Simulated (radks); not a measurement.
Task: All-electron atom: Co II in [Ar] 3d8. Calculated with a radial shooting solver on a logarithmic mesh with Libxc functionals: scalar-relativistic Kohn-Sham, BLYP, spin-unpolarised, spherical densities, finite nucleus; Fermi nuclear charge, rms radius 3.7875 fm. Some entries of the table are withheld. Estimate them.

orbital  occ.  eigenvalue (hartree)  <r> (bohr)
1s          2             -279.2554     0.05619
2s          2             -33.13850         (1)
2p          6             -28.40696      0.2249
3s          2              -3.87719      0.7778
3p          6              -2.53505      0.8234
3d          8              -0.45194         (2)

Result: 
(1) 2s <r> (bohr): 0.2555
(2) 3d <r> (bohr): 1.143
